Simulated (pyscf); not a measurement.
PySCF, gas phase, ωB97X-D3(BJ)/def2-SVP geometries. MP2 and CC: frozen core, UHF for open shells. ΔMP2 is the change of the MP2 total energy from the triple- to the quadruple-zeta basis.

How much does it cost (ΔH, 298 K, CCSD(T)/def2-TZVPP + ΔMP2(QZVPP)) to split H₂P–O–GaH₂ at its Ga–O bond into •O–PH₂ + GaH₂•?

Ga–O to •O–PH₂ + GaH₂•: 79.9 kcal/mol. The radicals are drawn with the spin at the cut bond; how far it spreads was not checked. H₂P–O–GaH₂ lies 12.3 kcal/mol over its isomer HO–GaH–PH₂, and others may lie lower still (electronic energy, ωB97M-D3(BJ)). •O–PH₂ lies 8.3 kcal/mol over its isomer HO–PH•, and others may lie lower still (electronic energy, ωB97M-D3(BJ)). The CCSD(T) − MP2 part came from Ansatz, without density fitting, on the same reference. The frozen core leaves the outer d or s,p core shells of the metals and heavy elements correlated in the MP2 and CC values, and def2-TZVPP describes them poorly, which can shift differences by a few kcal/mol. Elements up to Kr have no core potential and no relativistic terms here.
